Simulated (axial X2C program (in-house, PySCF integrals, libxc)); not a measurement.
## CdH: cheaper levels and CCSD(T), 2c

Computed with an in-house relativistic program for diatomic molecules. Two-component (2c) means X2C with spin–orbit coupling and atomic mean-field two-electron Coulomb and Gaunt terms. Basis: Cd dyall-cv3z [12s12p8d5f3g], H dyall-v3z [6s2p1d] (cores contracted in-house); Gaussian nuclei, density fitting, unrestricted open shells. Masses: Cd 113.903 u, H 1.008 u.

State: Ω = 1/2 (⟨Sz⟩ = 0.50, ⟨Lz⟩ = 0.00 at HF); fragments Cd + H.

```
level  Re (Å)  ωe (cm⁻¹)  De (eV)
 PBE0   1.767     1437.3    0.854
   HF   1.781     1493.6    0.662
  MP2   1.730     1545.9    0.503
 CCSD   1.761     1470.4    0.774
 BP86   1.782     1356.4    0.902
```

Correlated methods: 13 electrons correlated (number of frozen shells: Cd 4 s, 3 p, 1 d; H none), 207 virtual spin orbitals or spinors in MP2, 90 natural virtuals in coupled cluster.

CCSD(T), same Hamiltonian and basis:

Re = 1.763 Å, ωe = 1451.9 cm⁻¹, De = 0.73 eV; T1 = 0.021 (Lee–Taylor normalisation).

Q: Give the differences from CCSD(T) in the columns below.

A: 

```
level  ΔRe (Å)  Δωe (cm⁻¹)  ΔDe (eV)
 PBE0    0.004         -15      0.12
   HF    0.018          42     -0.07
  MP2   -0.033          94     -0.23
 CCSD   -0.002          18      0.04
 BP86    0.019         -96      0.17
```

The state is one determinant whose occupation by symmetry is held fixed; it was picked as the lowest of a PBE0 search that is not exhaustive. Dissociation energies refer to the lowest single-determinant-based atoms at the same level and basis. Density functionals use the spin component along the axis (collinear). Coupled cluster ran in a truncated set of natural virtual spinors; the MP2 energy of the rest was added. (T) has no such correction and the atoms are truncated less, which lowers De at CCSD(T) by a hundredth of an eV or more.
